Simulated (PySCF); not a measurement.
# Static response to an electric field

Species: C₅H₁₄AlN.
Structure used (PBE0-D3(BJ)/def2-SVP), in Å, numbered top down from 1:
```xyz
21
C5H14AlN angstrom
C     -3.089   -0.561    0.003
C     -1.727   -1.119    0.418
Al    -0.147   -0.155   -0.303
N     -0.560    1.791    0.291
C      1.621   -0.365    0.543
C      2.799   -0.907   -0.236
C      2.763    0.543    0.117
H     -3.199   -0.528   -1.095
H     -3.940   -1.147    0.391
H     -3.245    0.473    0.363
H     -1.660   -1.167    1.522
H     -1.652   -2.173    0.092
H     -0.079    0.101   -1.898
H     -1.378    2.180   -0.178
H     -0.715    1.867    1.297
H      0.241    2.380    0.061
H      1.657   -0.629    1.610
H      2.650   -1.185   -1.285
H      3.525   -1.539    0.285
H      2.597    1.260   -0.697
H      3.467    0.902    0.876
```

Level: wB97X-D/def2-SVPD (PySCF), static field, nuclei fixed, core orbitals frozen in the response. The polarisability tensor in these axes (au):

```
x   114.08   1.22  -1.60
y     1.22  93.06  -0.30
z    -1.60  -0.30  87.06
```

Q: Diagonalise the tensor; give its mean and Δα, where Δα² is half the sum of the squared differences of the eigenvalues.

A: Principal values 86.95, 92.99 and 114.24 au; mean 98.06 au = 14.53 Å³ = 16.17 × 10⁻⁴⁰ C²·m²/J; Δα = 24.83 au (25 % of the mean).

Q: What is the dipole moment, and where does it point?

A: (-1.06, 4.14, 2.07) D, 4.75 D in size, pointing from the negative to the positive side. Measured along this direction, the outermost atoms are H18 at the negative end and H15 at the positive end.

Q: In TDDFT the mean static polarisability is Σ f/ω² over all singlet excitations (ω in hartree). How much of it do the 10 lowest give? Their energies (eV) and oscillator strengths: 5.97, 0.0006; 6.37, 0.0143; 6.72, 0.0493; 7.07, 0.0232; 7.29, 0.0098; 7.35, 0.0175; 7.42, 0.0305; 7.51, 0.0016; 7.69, 0.0197; 7.81, 0.0858.

A: They add up to 3.52 au, 3.6 % of the 98.06 au; the largest single term is 1.04 au, from the state at 7.81 eV. Terms in order: 0.01, 0.26, 0.81, 0.34, 0.14, 0.24, 0.41, 0.02, 0.25, 1.04 au. Higher excitations give the rest. The strengths listed sum to 0.252.

Q: Orientational against electronic polarisability at 350 K (dilute gas, rigid molecules)?

A: In Gaussian units μ²/3kT = 155.72 Å³ against 14.53 Å³, a ratio of 10.72; the Debye molar polarisation (4π/3)N_A(α + μ²/3kT) is 429.5 cm³/mol, leaving out the vibrational part.

Q: What depolarisation ratio follows for Rayleigh scattering of linearly polarised light, taking the static tensor?

A: ρ = 3Δα²/(45ᾱ² + 4Δα²) = 1849.0/(432739 + 2465.4) = 0.00425.

Q: Directions of the eigenvectors, and the extent of the frame along each?

A: Largest value along (1.00, 0.06, -0.06), where the nuclei span 7.47 Å; middle along (-0.06, 1.00, -0.03), 4.43 Å; least along (0.06, 0.04, 1.00), 3.57 Å. The response follows the extents in order.

One conformer (not necessarily the lowest) at the PBE0-D3(BJ)/def2-SVP geometry, without solvent, vibrations or thermal averaging.

The run behind these numbers computed excited states and ΔSCF ions as well. Hardware: one thread of an Intel Xeon at 2.50 GHz, no GPU, shared host with 64 logical CPUs at a one-minute load of 62. Cost: 9.9 min wall, 1.2 GiB resident at most.
